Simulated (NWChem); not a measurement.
Species: SiH3Cl; SMILES [SiH3]Cl

```xyz
5

Si     0.0000     0.0000    -0.9600
Cl     0.0000     0.0000     1.1078
H     -0.7872    -1.1686    -1.4420
H      1.4056    -0.0975    -1.4420
H     -0.6184     1.2661    -1.4420
```
Atoms are numbered in this order, from 1.

Program: NWChem. STO-3G and 3-21G are far too small for this property and stand as cheap habits. All runs use the structure optimised with PBE0/def2-SVP. GIAO values for the isolated, static molecule; σ is the absolute isotropic shielding, δ = σ(reference) − σ with the isolated reference molecule computed at the same levels (1H: tetramethylsilane, 29Si: tetramethylsilane).

For level Hartree-Fock/STO-3G:

```
Property     Result
-----------  ------
δ Si1 (ppm)   -38.2
σ Cl2 (ppm)  1250.3
δ H3 (ppm)     2.56
```

Task: Estimate the same quantities for level PBE0/pcSseg-2.

Result: 
| Property | Value |
|---|---|
| δ Si1 (ppm) | -35.8 |
| σ Cl2 (ppm) | 1024.4 |
| δ H3 (ppm) | 5.07 |
